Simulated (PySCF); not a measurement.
C2H10OSSi2, SMILES C[Si](C)(O)S[SiH3], GFN2-xTB optimised geometry.

```
16

Si    -1.93    -1.31     0.00
S      0.21    -1.31     0.00
Si     0.66    -0.25     1.82
C      1.52     1.39     1.43
C      1.72    -1.34     2.96
O     -0.84     0.00     2.45
H     -2.42     0.06     0.00
H     -2.23    -1.99    -1.25
H     -2.42    -2.05     1.15
H      2.42     1.23     0.85
H      1.81     1.92     2.34
H      0.88     2.05     0.86
H      2.63    -1.65     2.46
H      2.00    -0.80     3.87
H      1.19    -2.23     3.26
H     -0.95     0.45     3.29
```

Density from PySCF 2.14.0 with CAM-B3LYP/def2-TZVP at that geometry.

Minimum of the electron density along straight lines between bonded atoms, close to the bond critical point (lines longer than 1.1 times the sum of covalent radii, or with two minima, are not listed):

| bond | length / Å | ρ at the minimum / e bohr⁻³ | ∇²ρ there / e bohr⁻⁵ | position (fraction from the first atom) |
|---|---|---|---|---|
| Si1–S2 | 2.143 | 0.097 | 0.10 | 0.36 |
| S2–Si3 | 2.156 | 0.099 | 0.06 | 0.64 |
| Si3–C4 | 1.900 | 0.121 | 0.12 | 0.39 |
| Si3–C5 | 1.899 | 0.122 | (withheld) | 0.39 |
| Si3–O6 | 1.640 | (withheld) | (withheld) | 0.41 |
| Si1–H7 | 1.456 | 0.129 | 0.18 | 0.49 |
| Si1–H8 | 1.455 | 0.128 | 0.18 | 0.50 |
| Si1–H9 | 1.456 | 0.129 | 0.18 | 0.49 |
| C4–H10 | 1.085 | 0.276 | -0.93 | 0.64 |
| C4–H11 | 1.086 | 0.275 | -0.92 | 0.64 |
| C4–H12 | 1.086 | 0.276 | -0.93 | 0.64 |
| C5–H13 | 1.084 | 0.276 | -0.93 | 0.64 |
| C5–H14 | 1.086 | 0.275 | -0.92 | 0.64 |
| C5–H15 | 1.086 | 0.276 | -0.93 | 0.64 |
| O6–H16 | 0.954 | 0.359 | -2.47 | 0.81 |

Complete the blanks.


- Si3–C5, ∇²ρ there / e bohr⁻⁵: 0.11
- Si3–O6, ρ at the minimum / e bohr⁻³: 0.140
- Si3–O6, ∇²ρ there / e bohr⁻⁵: 0.83
